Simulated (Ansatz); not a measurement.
Abridged output of a molecular run in Ansatz:

```
Functional definition: HF
2725 factors; integrals over basis functions are off by at most 1.5e-3 eV
mean field evaluation 1: about -29954.6219 eV, gradient 4.7e1 eV
mean field evaluation 2: about -29954.6319 eV, gradient 4.7e1 eV
mean field evaluation 4: about -29961.3484 eV, gradient 5.1e0 eV
mean field evaluation 8: about -29961.4345 eV, gradient 1.4e-4 eV
mean field -29961.43451085 eV, -1101.0624096839 hartree, gradient 1.4e-6 eV, S^2 0.000000; 0 other end points of the search recorded, 0 dependent functions left out
19 core orbitals not correlated: weight in the atoms' cores, before any rotation towards them, 1.000 or more for the frozen orbitals, at most 0.000 for the correlated occupied ones
reference -29961.43451085 eV, -1101.0624096839 hartree; 34, 34 occupied and 214, 214 virtual orbitals, 2725 factors
second order -42.04533188 eV of doubles, -0.00000000 eV of singles
cycle   1  -44.59589430 eV  change    -2.6e0 eV  update   1.3e-1
cycle   2  -45.70350460 eV  change    -1.1e0 eV  update   3.6e-2
cycle   3  -45.86063969 eV  change   -1.6e-1 eV  update   1.3e-2
cycle   4  -45.86296927 eV  change   -2.3e-3 eV  update   3.1e-3
cycle   5  -45.86432590 eV  change   -1.4e-3 eV  update   9.1e-4
cycle   6  -45.86450732 eV  change   -1.8e-4 eV  update   2.3e-4
cycle   7  -45.86451628 eV  change   -9.0e-6 eV  update   6.8e-5
perturbative correction -1.40559277 eV, -0.0516545816 hartree
Total energy: -30008.70461990 eV, -1102.7995541508 hartree
```

Its atoms:

Cartesian coordinates in Å:
```
C -2.1065 -1.1605 1.6518
C -1.4660 -0.9002 0.2917
C -0.8962 -2.1923 -0.2972
Si -0.1727 0.4793 0.2707
Cl -0.7466 1.9339 1.6537
C 1.5448 -0.1067 0.7817
C 1.5689 -0.7153 2.1813
C 2.5808 1.0079 0.6583
C -0.1128 1.3694 -1.3922
C 0.4854 0.5087 -2.5037
C -1.4676 1.9353 -1.8060
H -2.5722 -0.2630 2.0610
H -2.8768 -1.9341 1.5667
H -1.3738 -1.5106 2.3833
H -2.2571 -0.5444 -0.3821
H -0.1213 -2.6142 0.3489
H -1.6819 -2.9482 -0.3945
H -0.4552 -2.0495 -1.2865
H 1.8026 -0.8961 0.0612
H 0.9084 -1.5805 2.2699
H 1.2590 0.0160 2.9325
H 2.5803 -1.0455 2.4397
H 2.3381 1.8436 1.3206
H 2.6512 1.4004 -0.3588
H 3.5737 0.6430 0.9403
H 0.5636 2.2163 -1.2159
H 1.4617 0.0961 -2.2364
H 0.6164 1.0965 -3.4179
H -0.1715 -0.3286 -2.7558
H -1.3746 2.5327 -2.7187
H -1.8965 2.5740 -1.0309
H -2.1855 1.1370 -2.0167
```

Which basis set was used?
A. def2-TZVPPD
B. cc-pV(Q+d)Z
C. def2-SVP
D. cc-pV(T+d)Z

C. It gives 267 functions.

Write the keys of the input that set method, charge and spin (a neutral closed shell needs none for the last two).


```yaml
correlation: {method: ccsd_t}
```
